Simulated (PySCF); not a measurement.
# Electron correlation in Ru⁺ (ruthenium, charge +1)

[Kr] 4d6 5s1, high-spin 6D determinant (an excited configuration). All numbers are calculated (PySCF 2.14, a scalar-relativistic core potential, in aug-cc-pwCVDZ-PP with ECP28MDF). Frozen: 4s2 4p6; 7 electrons correlated.

```tsv
level	correlation energy (mhartree)
CCSD	-133.58
(T)	-2.54
CCSD(T)	-136.12
```

Diagnostics: T1 = 0.0077, D1 = 0.0259, largest double amplitude 0.021.

Cost of the coupled-cluster step: of the order of 6 core-seconds, for 7 correlated electrons.
